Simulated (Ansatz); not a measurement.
The cluster BiTe₂. The state is a doublet with charge 0. Geometry B3LYP-D4/def2-SVP, basis def2-TZVP, Ansatz.

```csv
atom,x (Å),y (Å),z (Å)
Bi1,-1.0422,-0.8074,0.0016
Te2,1.5970,-0.9866,-0.7330
Te3,-0.5548,1.7940,0.7315
```

```csv
run,HOMO (eV),LUMO (eV)
A,-5.00,-4.42
B,-5.48,-4.43
C,-6.06,-3.90
D,-5.22,-4.52
```

In the def2 sets Bi, Te take a core potential; there is no spin–orbit coupling. Another isomer (doublet) lies 0.49 eV lower at PBE0-D4/def2-TZVP; other spin states weren't run for this one.

HOMO and LUMO are taken over both spins.

The runs used BLYP, PBE, PBE0, r2SCAN. Estimate which is which.

A BLYP (0 % exact exchange); B r2SCAN (0 % exact exchange); C PBE0 (25 % exact exchange); D PBE (0 % exact exchange). Exact exchange lowers occupied and raises empty levels; among semilocal functionals meta-GGAs tend to open the gap a little, and such runs are hard to tell apart. The gap grows from 0.59 eV (BLYP) to 2.16 eV (PBE0).
